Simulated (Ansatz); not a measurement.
Bi₃. Charge 0, multiplicity 2. Geometry B3LYP-D4/def2-SVP, that of the charge +1 singlet; atoms count from 1.

```tsv
atom	x (Å)	y (Å)	z (Å)
Bi1	1.5183	-0.7294	-0.0565
Bi2	-0.1702	1.6249	-0.4140
Bi3	-1.3481	-0.8955	0.4704
```

In the def2 sets Bi takes a core potential; there is no spin–orbit coupling. The charge 0 doublet is spin-contaminated (final ⟨S²⟩ up to 0.99, 0.75 for a pure state). The structure comes from a short search, and lower isomers may exist.

Question: Estimate the Mulliken populations from the PBE0/def2-TZVP orbitals of Ansatz.

Answer: 
| atom | charge (e) | spin (α − β) |
| --- | --- | --- |
| Bi1 | -0.02 | 0.83 |
| Bi2 | 0.04 | -0.65 |
| Bi3 | -0.02 | 0.83 |
Mulliken values depend strongly on the basis.

Question: Where does the spin sit?

Answer: Summed by element: Bi 1.00, of 1 unpaired in all. Largest on single atoms: Bi3 0.83, Bi1 0.83, Bi2 -0.65.

Question: And the Mayer bond orders between heavy atoms (over 0.3)?

Answer: Bi1–Bi2 1.37 (2.92 Å); Bi1–Bi3 1.07 (2.92 Å); Bi2–Bi3 1.37 (2.92 Å).
